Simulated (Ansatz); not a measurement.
Mulliken charges of H5NO3Ti (`[NH2][Ti]([OH])([OH])[OH]`) from PBE/def2-TZVPP in Ansatz (PBE0-D4/def2-TZVP geometry).

| atom | x (Å) | y (Å) | z (Å) | charge (e) |
| --- | --- | --- | --- | --- |
| N1 | -0.895 | 0.084 | -1.305 | -0.481 |
| Ti2 | 0.122 | 0.017 | 0.277 | 0.919 |
| O3 | 0.746 | -1.665 | 0.434 | -0.439 |
| O4 | -0.939 | 0.527 | 1.646 | -0.438 |
| O5 | 1.518 | 1.163 | 0.181 | -0.439 |
| H6 | -1.713 | 0.660 | -1.437 | 0.154 |
| H7 | -0.782 | -0.556 | -2.078 | 0.153 |
| H8 | 1.643 | -1.979 | 0.560 | 0.194 |
| H9 | -1.416 | 0.004 | 2.290 | 0.185 |
| H10 | 1.800 | 1.694 | -0.564 | 0.194 |

**Question.** By hand: the dipole of these point charges (1 e Å = 4.8032 D).

**Answer.** Σ q r = (-0.017, -0.073, -0.225) e Å, of length 0.237 e Å = 1.14 D.

**Question.** How does the dipole of the full density compare? (An estimate is asked.)

**Answer.** Ansatz gave: (-0.002, -0.147, -0.259) e Å, 1.43 D; the point charges give 0.80 times that, at 12° from its direction.

Point charges leave out the atoms' own dipoles, such as those of lone pairs, and Mulliken's split depends on the basis, so the two needn't agree.
